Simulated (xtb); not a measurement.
F₂Mg, charge -1, doublet, geometry from GFN2-xTB (such geometries of metal compounds can be far from the true shape) (a state made from the parent by changing its charge; the spin is typed, not shown lowest); GFN1-xTB (xtb).

xtb was given this input:
```
$ xtb mol.xyz --gfn 1 --chrg -1 --uhf 1 --grad --json

# file mol.xyz
3

Mg     0.00000000     0.00000000     0.00000000
F      0.00000000     0.00000000     1.79816197
F     -0.00000000    -0.00000000    -1.79816197
```

Output, abridged:

```
   ID    Z sym.   atoms
    1   12 Mg     1
    2    9 F      2, 3

           -------------------------------------------------
          |                Calculation Setup                |
           -------------------------------------------------

           -------------------------------------------------
          |                 G F N 1 - x T B                 |
           -------------------------------------------------

          ...................................................
          :                      SETUP                      :
          :.................................................:
          :  # basis functions                  12          :
          :  # atomic orbitals                  12          :
          :  # shells                            6          :
          :  # electrons                        17          :
          :  # halogen bonds                     0          :
          :  max. iterations                   250          :
          :  Hamiltonian                  GFN1-xTB          :
          :  restarted?                      false          :
          :  GBSA solvation                  false          :
          :  PC potential                    false          :
          :  electronic temp.          300.0000000     K    :
          :  accuracy                    1.0000000          :
          :  -> integral cutoff          0.2500000E+02      :
          :  -> integral neglect         0.1000000E-07      :
          :  -> SCF convergence          0.1000000E-05 Eh   :
          :  -> wf. convergence          0.2000000E-04 e    :
          :  Broyden damping             0.4000000          :
          :  net charge                         -1          :
          :  unpaired electrons                  1          :
          ...................................................

 iter      E             dE          RMSdq      gap      omega  full diag
   1    -11.1451885 -0.111452E+02  0.611E+00    4.87       0.0  T
   2    -11.2619372 -0.116749E+00  0.319E+00    6.00       1.0  T
   3    -11.2631887 -0.125157E-02  0.203E+00    5.95       1.0  T
   4    -11.2632147 -0.259958E-04  0.263E-01    5.89       1.0  T
   5    -11.2633648 -0.150122E-03  0.466E-02    5.91       1.2  T
   6    -11.2633695 -0.469512E-05  0.692E-03    5.91       8.3  T
   7    -11.2633696 -0.102814E-06  0.765E-04    5.92      75.5  T
   8    -11.2633696 -0.116949E-08  0.368E-05    5.92    1569.8  T
[...]
         :: total energy             -11.257440001207 Eh    ::
[...]

    * Orbital Energies and Occupations

         #    Occupation            Energy/Eh            Energy/eV
      -------------------------------------------------------------
         1        2.0000           -0.5020460             -13.6614
         2        2.0000           -0.4749381             -12.9237
         3        2.0000           -0.2258555              -6.1458
         4        2.0000           -0.2188465              -5.9551
         5        2.0000           -0.2188465              -5.9551
         6        2.0000           -0.2110106              -5.7419
         7        2.0000           -0.2103764              -5.7246
         8        2.0000           -0.2103764              -5.7246
         9        1.0000           -0.0840729              -2.2877 (HOMO)
        10                          0.1333181               3.6278 (LUMO)
        11                          0.1333181               3.6278
        12                          0.3971849              10.8080
      -------------------------------------------------------------
                  HL-Gap            0.2173911 Eh            5.9155 eV
             Fermi-level           -0.0613010 Eh           -1.6681 eV

  Mulliken/CM5 charges         n(s)   n(p)   n(d)
     1Mg    0.36285  0.57013   1.198  0.439  0.000
     2F    -0.68143 -0.78506   1.876  5.805  0.000
     3F    -0.68143 -0.78506   1.876  5.805  0.000

Wiberg/Mayer (AO) data.
largest (>0.10) Wiberg bond orders for each atom

 ---------------------------------------------------------------------------
     #   Z sym  total        # sym  WBO       # sym  WBO       # sym  WBO
 ---------------------------------------------------------------------------
     1  12 Mg   1.120 --     2 F    0.560     3 F    0.560
     2   9 F    0.592 --     1 Mg   0.560
     3   9 F    0.592 --     1 Mg   0.560
 ---------------------------------------------------------------------------

Topologies differ in total number of bonds
Writing topology from bond orders to xtbtopo.mol

 dipole moment from electron density (au)
     X       Y       Z
  -0.0000  -0.0000   0.0000  total (Debye):    0.000

           -------------------------------------------------
          | TOTAL ENERGY              -11.257440001207 Eh   |
          | GRADIENT NORM               0.040145081083 Eh/α |
          | HOMO-LUMO GAP               5.915511625915 eV   |
           -------------------------------------------------

normal termination of xtb
```
